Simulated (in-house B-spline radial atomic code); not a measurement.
**Ionising Pb⁵⁺ with different functionals**

Computed with an all-electron radial atomic-structure program (B-spline basis): four-component Dirac-Coulomb Hamiltonian, Fermi nucleus of rms radius 5.5012 fm, spin-restricted, spherical fractional occupations for the functionals, and exact exchange of hybrids averaged over the configuration. The ionisation energy is the difference of two self-consistent energies, [Xe] 4f14 5d9 → [Xe] 4f14 5d8, without Breit or QED terms; ε is the level of the shell that loses the electron (mean over j). The electron is taken from both j subshells in proportion to 2j + 1, so the result is a j average, not the step between ground levels.

```csv
method,rung,ΔSCF (eV),-ε(5d) (eV)
B97-1,global hybrid,86.52,80.02
BHandHLYP,global hybrid,?,?
CAM-B3LYP,range-separated hybrid,?,?
wB97X,range-separated hybrid,86.31,82.84
```

What does BHandHLYP give?

ΔSCF 86.38 eV, and -ε(5d) = 82.69 eV.

What does CAM-B3LYP give?

ΔSCF 86.49 eV, and -ε(5d) = 81.88 eV.

Among the functionals, which spreads more, the ΔSCF values or the orbital energies?

The orbital energies: ΔSCF values span about 0.21 eV and the orbital energies 2.82 eV; here energy differences depend much less on the functional than eigenvalues do.

How do they compare with the NIST value?

NIST lists 83 eV ± 2 (tabulated theory, ground level to ground level). Errors run from +3.41 to +3.62 eV; all lie within about twice that uncertainty, so the table can't rank the methods.
